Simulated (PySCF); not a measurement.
**Deuteron quadrupole couplings in `C=CCc1ccsc1[O-]`**

C7H7OS (charge -1).
Geometry (GFN2-xTB, Å), atoms numbered from 1 in this order:
```
atom  x, y, z in Å
C1    -2.3506   -0.2423   -0.9761
C2    -1.6778    0.3460   -0.0005
C3    -0.8793   -0.3630    1.0395
C4     0.5790   -0.0224    0.8608
C5     1.3450   -0.4213   -0.2546
C6     2.6307   -0.0028   -0.2373
S7     2.9862    0.9348    1.1902
C8     1.2451    0.7513    1.7977
O9     0.8908    1.2595    2.8617
H10   -2.4079   -1.3176   -1.0532
H11   -2.8673    0.3142   -1.7436
H12   -1.6240    1.4270    0.0459
H13   -1.0434   -1.4453    0.9692
H14   -1.1740   -0.0213    2.0362
H15    0.9290   -1.0156   -1.0568
H16    3.4108   -0.1720   -0.9554
```

Level: PBE0/pcSseg-1 (PySCF, non-relativistic); Q(2H) = 0.00286 b; rigid geometry, the same for H and D, with no vibrational averaging.

Question: Rank these positions by the coupling χzz of a deuteron there, largest first.
A. H10 (vinylic hydrogen)
B. H13 (methylene hydrogen)
C. H12 (vinylic hydrogen)
D. H16 (aromatic hydrogen)

Answer: D (240 kHz), A (228 kHz), C (218 kHz), B (203 kHz).

Q: Tabulate Vzz, the asymmetry η and χzz = 234.96 MHz × Q × Vzz for every hydrogen position.

A: 
```json
{"atom": "H10", "bonded to": "C1", "bond length (Å)": "1.080", "Vzz (au)": "0.3393", "η": "0.07", "χzz (kHz)": "228"}
{"atom": "H11", "bonded to": "C1", "bond length (Å)": "1.080", "Vzz (au)": "0.3407", "η": "0.07", "χzz (kHz)": "229"}
{"atom": "H12", "bonded to": "C2", "bond length (Å)": "1.083", "Vzz (au)": "0.3244", "η": "0.04", "χzz (kHz)": "218"}
{"atom": "H13", "bonded to": "C3", "bond length (Å)": "1.097", "Vzz (au)": "0.3024", "η": "0.03", "χzz (kHz)": "203"}
{"atom": "H14", "bonded to": "C3", "bond length (Å)": "1.094", "Vzz (au)": "0.2988", "η": "0.03", "χzz (kHz)": "201"}
{"atom": "H15", "bonded to": "C5", "bond length (Å)": "1.082", "Vzz (au)": "0.3362", "η": "0.06", "χzz (kHz)": "226"}
{"atom": "H16", "bonded to": "C6", "bond length (Å)": "1.074", "Vzz (au)": "0.3576", "η": "0.12", "χzz (kHz)": "240"}
```

Q: How does χzz go with the bond length over the 7 C–H bonds?

A: A straight-line fit has a slope of -16.9 kHz for each 0.01 Å, with a correlation coefficient of -0.98, over lengths from 1.074 to 1.097 Å. The longer bonds have the smaller couplings here.

Q: A static deuteron (I = 1) shows a doublet split by (3/2)χ, (3/4)χ(1 + η) and (3/4)χ(1 − η) with the field along z, y and x of the gradient. What are these for H13?

A: With |χ| = 203.2 kHz and η = 0.026: 305, 156 and 148 kHz, to first order and without motion.

One conformer (not necessarily the lowest) at the GFN2-xTB geometry, without solvent, vibrations or thermal averaging. The pcSseg-1 basis has no diffuse functions, a weakness for an anion. GFN2-xTB bond lengths can be off by several hundredths of an ångström, more for odd bonds, and the gradients follow them. A larger basis could move these couplings by a tenth or more.

These values come from a run that also computed NMR shieldings. Hardware: one thread, Arm Neoverse V1 (aarch64), on a shared host. Cost: 42 s wall, 0.83 GiB resident at most.
